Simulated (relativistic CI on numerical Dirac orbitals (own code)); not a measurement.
**Slater and spin-orbit integrals, I III**

Calculated at this level of theory: Dirac-Coulomb-Breit CI, orbitals from a KLI potential per configuration, a model potential for QED, valence Slater integrals scaled by 0.85, P86 correlation energy added to each configuration (own radial code, finite nucleus).

Slater integrals F^k, G^k are unscaled and averaged over j, outside the closed core [Kr] 4d10; ζ comes from projecting the Hamiltonian with its Breit term on Σ l·s of the shell.

- 5s²5p³: F^2(5p,5p) = 47884, ζ(5p) = 6624.3 cm⁻¹; <r>(5p) = 2.233, <r^2>(5p) = 5.631 (bohr units).
- 5s5p⁴: F^2(5p,5p) = 48077, G^1(5s,5p) = 63477, ζ(5p) = 6579.3 cm⁻¹; <r>(5s) = 1.882, <r^2>(5s) = 3.983, <r>(5p) = 2.222, <r^2>(5p) = 5.581 (bohr units).
- 5s²5p²5d: F^2(5p,5p) = 48463, ζ(5p) = 7038.4, F^2(5p,5d) = 32711, G^1(5p,5d) = 36385, G^3(5p,5d) = 22572, ζ(5d) = 267.46 cm⁻¹; <r>(5p) = 2.204, <r^2>(5p) = 5.49, <r>(5d) = 3.308, <r^2>(5d) = 12.49 (bohr units).

In this model ζ of a weakly bound d, f or g electron outside closed shells comes out too small, for d by up to a factor of two or three and at times with the wrong sign; that of an outer p electron is too small as well.

For a near-neutral ion this model can misplace configurations by up to about 10,000 cm⁻¹ (more where the count of f electrons changes) and terms by 10 to 25 % of their spread. Rates follow the energies as ν³ (E1, M1) or ν⁵ (E2), so they and the lifetimes can be off by large factors. The fine structure of a lone outer electron comes out too small, for d and f at times inverted, and misplaced configurations move strength between like terms.

Averages of the first 10 configurations, taken without configuration mixing, which lowers the lowest level and can move excited configurations by several eV; other configurations of the list can lie among them:

```tsv
Configuration	Parity	States	Average energy above the lowest level (eV)
5s²5p³	odd	20	2.7
5s5p⁴	even	30	15.3
5s²5p²5d	even	150	17.2
5p⁵	odd	6	30.3
5s²5p²5f	odd	210	26.6
5s²5p²6s	even	30	17.4
5s5p³5d	odd	400	29.1
5s²5p²6p	odd	90	20.4
5s²5p²7s	even	30	24.2
5s²5p²6d	even	150	24.3
```
